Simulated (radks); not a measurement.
Spherical jellium clusters: N electrons in a uniform positive sphere of charge N and radius rs N^(1/3), rs = 5.22 bohr. Calculated with a radial shooting solver with Libxc functionals: non-relativistic Kohn-Sham, PBE, spin-polarised, spherical densities. Levels are named by radial order and angular momentum (1s, 1p, 1d, 2s, ...), and open shells are averaged over m.

N = 7, configuration 1s2 1p(up 3, down 2). This is the lowest configuration that the search found. Occupied levels:

level    occupation  eigenvalue (eV)  <r> (bohr)
1s up             1          -3.3743       6.796
1s down           1          -3.2631       6.621
1p up             3          -2.6119       7.967
1p down           2          -2.4592       7.939

Energy (eV): total -12.1850, kinetic 7.6409, external -158.69, Hartree 78.872, exchange-correlation -20.121, background 80.118.

Electron density:

r (bohr)  n(r) (e/bohr^3)
0.319            0.001117
1.12             0.001204
1.92             0.001375
2.73             0.001601
3.53             0.001841
4.33             0.002044
5.13             0.002155
5.93             0.002132
6.74             0.001957
7.54             0.001650
8.34             0.001265
9.14            0.0008750
9.94            0.0005428
10.8            0.0003052
11.6            0.0001624
12.3           0.00008348
13.2           0.00004197
13.9           0.00002074
14.8           0.00001000
15.6            4.805e-06
